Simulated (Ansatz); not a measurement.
Program: Ansatz. Geometries: PBE0-D4/def2-TZVP. ΔE: electronic, gas phase. CCSD(T)/CBS adds triple-zeta CCSD(T) − MP2 to the extrapolated MP2 energy (def2 sets, frozen cores). This one scheme is used for every species. DFT in def2-TZVPP. B3LYP here is the variant with VWN-RPA as its local correlation; programs differ in this. Each species was taken in one conformer, which may not be the lowest.

Consider the hydrogenolysis of the Si–C bond: `C[SiH](F)C=N` + H₂ → `N=C[SiH2]F` + CH₄.

`C[SiH](F)C=N`:

```xyz
11

C    -0.193   -1.638    0.303
Si    0.679   -0.025    0.034
F     1.215    0.055   -1.477
C    -0.477    1.453    0.214
N    -0.740    2.281   -0.712
H    -0.582   -1.691    1.324
H     0.489   -2.479    0.159
H    -1.032   -1.749   -0.387
H     1.850    0.117    0.936
H    -0.980    1.631    1.174
H    -0.231    2.045   -1.568
```

H₂:

Z-matrix (Å, degrees):
```
H
H 1 0.746
```

`N=C[SiH2]F`:

```xyz
8

N     0.527    0.227   -1.750
C     0.583   -0.446   -0.675
Si   -0.348   -0.009    0.900
F    -1.161    1.331    0.568
H    -0.089    1.038   -1.648
H     1.223   -1.337   -0.693
H    -1.315   -1.069    1.274
H     0.580    0.265    2.024
```

CH₄:

Z-matrix (Å, degrees):
```
C
H 1 1.090
H 1 1.090 2 109.5
H 1 1.090 2 109.5 3 -120.0
H 1 1.090 2 109.5 3 120.0
```

```
             level  ΔE (eV)
            PBE-D4    -0.13
          B3LYP-D4    -0.18
           ωB97X-V    -0.17
           ωB97M-V    -0.14
               PBE    -0.18
              PBE0    -0.20
SCS-MP2/def2-TZVPP    -0.19
    CCSD/CBS(def2)    -0.19
```

Question: What does CCSD(T)/CBS give? (An estimate is asked.)

Answer: Computed: -0.15 eV. The listed levels differ from it by 0.02, -0.03, -0.02, 0.01, -0.03, -0.05, -0.04, -0.04 eV.

Largest T1 diagnostic among the species: 0.012.

The D4 term adds +0.09 eV with B3LYP and +0.05 eV with PBE0; it sums over pairs of atoms, weighted by their polarisabilities, and B3LYP, whose exchange is more repulsive, gets the larger term. In def2-TZVPP, CCSD(T) changes the Hartree–Fock value by +0.21 eV (the triples alone add +0.04 eV) and MP2 by +0.26 eV.
